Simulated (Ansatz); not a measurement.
`C[N](C)[GeH]([OH])[N](C)C`, relaxed with RKS PBE0-D4/def2-TZVP in Ansatz from a PBE-D4/def2-SVP geometry. The force threshold is 0.005 eV/Å; the program also tests the step.

Total charge 0; spin multiplicity 1.

Start:

```xyz
22

C     0.865    0.833    1.709
N    -0.195   -0.122    1.457
C    -0.850   -0.633    2.641
Ge   -0.246   -1.059   -0.126
O     1.054   -2.288   -0.407
N     0.009    0.226   -1.427
C    -0.799    1.429   -1.414
C     0.511   -0.152   -2.733
H     1.685    0.420    2.349
H     1.310    1.166    0.749
H     0.474    1.739    2.231
H    -0.151   -1.151    3.345
H    -1.337    0.190    3.216
H    -1.644   -1.358    2.366
H    -1.536   -1.920   -0.108
H     1.934   -1.870   -0.337
H    -1.162    1.635   -0.387
H    -0.205    2.313   -1.747
H    -1.692    1.367   -2.088
H    -0.299   -0.285   -3.495
H     1.070   -1.106   -2.662
H     1.204    0.625   -3.133
```

(1) How much energy does the relaxation release, and in how many steps? (Best estimate.)

(2) Which bonds change most? (Estimate.)

(3) Give the relaxed structure. (Estimate.)

## Answers

(1) The calculation gave: 10.04 kJ/mol, in 8 steps, 1 of them rejected.

(2) Computed: Ge4–O5 from 1.811 to 1.785 Å; N2–Ge4 from 1.840 to 1.820 Å; Ge4–N6 from 1.846 to 1.827 Å; C1–H9 from 1.120 to 1.102 Å.

(3) The calculation gave: 
```xyz
22

C     0.833    0.836    1.744
N    -0.229   -0.090    1.443
C    -0.858   -0.652    2.610
Ge   -0.215   -1.019   -0.122
O     1.103   -2.207   -0.317
N     0.063    0.236   -1.420
C    -0.734    1.438   -1.422
C     0.454   -0.188   -2.743
H     1.635    0.381    2.346
H     1.275    1.219    0.821
H     0.448    1.694    2.312
H    -0.152   -1.197    3.255
H    -1.315    0.139    3.219
H    -1.652   -1.346    2.323
H    -1.490   -1.878   -0.167
H     1.967   -1.789   -0.297
H    -1.030    1.700   -0.404
H    -0.159    2.277   -1.833
H    -1.649    1.341   -2.029
H    -0.408   -0.346   -3.411
H     1.019   -1.120   -2.696
H     1.094    0.571   -3.213
```
